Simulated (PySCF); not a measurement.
# Correlation energy of Si³⁺ (silicon, charge +3)

[Ne] 3s1, 2S determinant. Computed with PySCF 2.14 in x2c-QZVPPall with one added diffuse shell each of s, p, d, f type (10s7p5d3f1g, 86 functions), with scalar relativity by spin-free X2C-1e. Frozen: 1s2; 9 electrons correlated.

```json
{"level": "CCSD", "correlation energy (mhartree)": "-174.00"}
{"level": "(T)", "correlation energy (mhartree)": "-1.00"}
{"level": "CCSD(T)", "correlation energy (mhartree)": "-175.00"}
```

Diagnostics: T1 = 0.0029, D1 = 0.0076, largest double amplitude 0.008.

Question: Is a single reference adequate?

Answer: Yes: T1 lies below 0.03 and no double amplitude reaches 0.07.

This basis was not built for core-valence correlation, so the inner-shell part is incomplete.
